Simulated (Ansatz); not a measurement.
```yaml
atoms:
  - { symbol: C, position_ang: [0.0000, 0.0000, 0.0000] }
  - { symbol: O, position_ang: [0.0000, 0.0000, 3.0000] }
```

Basis set: pcseg-2 (spherical functions). Charge 0, multiplicity 3.

Computed with Ansatz (development build ahead of 0.2.0); each method stands on the lowest determinant of its kind that the runs found. Restricted functionals stand beside restricted open-shell atoms, which can lie above the unrestricted atoms usual in DFT and then raise those values.

(1) Give the atomization energy at this shape (free ground-state atoms in the same class of orbitals less the molecule, no zero-point energy) of triplet CO by PBE (restricted open-shell), PBE0 (restricted open-shell).

## Answers

(1)

| method | atomization energy |
| --- | --- |
| PBE (restricted open-shell) | -34.5 kJ/mol |
| PBE0 (restricted open-shell) | -159.0 kJ/mol |

Caution: charge can spread falsely over distant fragments; stretched shape with no unrestricted run beside it, a lower state can exist; the shape is not the minimum. Caution for PBE0 (restricted open-shell): the molecule lies well above its atoms at this level.
